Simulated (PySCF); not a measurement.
## Steps of a relaxation of HgF2

HgF2 (singlet). PySCF 2.14.0, RKS BP86, Hg def2-SVP with ECP60, F def2-SVP; non-relativistic Hamiltonian with scalar-relativistic core potentials where named; density fitting; no spin-orbit coupling. Origin of the start: template. Columns: position (Å) and force (eV/Å). Energies are counted from the last step; some of the 4 steps are shown. Forces carry noise of the integration grid, about 0.01 to 0.03 eV/Å.

Run from Python with OMP_NUM_THREADS=2. Where DIIS fails, smearing, a level shift and second-order steps follow.
It took 5.8 s on 2 threads of Intel(R) Xeon(R) Platinum 8259CL CPU @ 2.50GHz (Skylake/Cascade Lake), with other jobs on the host, from the converged density of the start.

```xyz
3
step 0  E = 1.051 eV
Hg    0.0000    0.0000    0.0000     0.00    0.00    0.00
F     0.0000    0.0000    1.7544     0.00    0.00    6.90
F     0.0000    0.0000   -1.7544     0.00    0.00   -6.90
```

```xyz
3
step 1  E = 0.005 eV
Hg    0.0000    0.0000    0.0000     0.00    0.00    0.00
F     0.0000    0.0000    1.9513     0.00    0.00   -0.31
F     0.0000    0.0000   -1.9513     0.00    0.00    0.31
```

```xyz
3
step 2  E = 0.001 eV
Hg    0.0000    0.0000    0.0000     0.00    0.00    0.00
F     0.0000    0.0000    1.9427     0.00    0.00   -0.14
F     0.0000    0.0000   -1.9427     0.00    0.00    0.14
```

Task: Where does the relaxation end?

Result: It converges at step 3 in D∞h:
```xyz
3
step 3  E = 0
Hg    0.0000    0.0000    0.0000
F     0.0000    0.0000    1.9362
F     0.0000    0.0000   -1.9362
```

Task: How did the contacts change?

Result: 
```csv
contact,start (Å),end (Å)
Hg1–F2 (F),1.754,1.936
Hg1–F3 (F),1.754,1.936
```
